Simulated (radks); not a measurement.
Results of a calculation; reference values are marked as such.
Dipole-allowed excitations along the series with 54 electrons in [Xe]. Code: a radial shooting solver on a logarithmic mesh with Libxc functionals. Model: scalar-relativistic Kohn-Sham, LDA (Slater exchange, VWN5 correlation), spin-polarised, spherical densities, finite nucleus; Fermi nuclear charge, rms radius of each element as measured or else 0.836 A^(1/3) + 0.57 fm. Time-dependent linear response with the Hartree and adiabatic LDA kernel, continuum included through the Sternheimer equations, no spin-orbit coupling, so fine structure and intercombination lines are absent. Lines are the poles of the dipole polarisability below minus the highest occupied eigenvalue, found on a grid refined at the orbital gaps; the lowest seven at most are given, and weak or close lines can be missed. The first line takes the name of the lowest orbital gap if no other gap lies below it; otherwise a line is named after a gap within 0.6 % of it, if that gap stands alone.

| species | -e(HOMO) (eV) | lowest orbital gap (eV) | first line (eV) | f | strongest line (eV) | its f | static alpha (bohr^3) |
|---|---|---|---|---|---|---|---|
| Ba2+ | 31.078 | 5p-5d 18.055 | 18.799 (5p-6s) | 0.432 | 21.525 (unassigned) | 4.50 | 10.71 |
| La3+ | 44.921 | 5p-5d 21.433 | 24.656 (5p-6s) | 0.191 | 26.165 (unassigned) | 5.75 | 7.684 |
| Ce4+ | 60.248 | 5p-5d 24.665 | 30.190 (5p-5d) | 3.35 | the first | 3.35 | 5.807 |
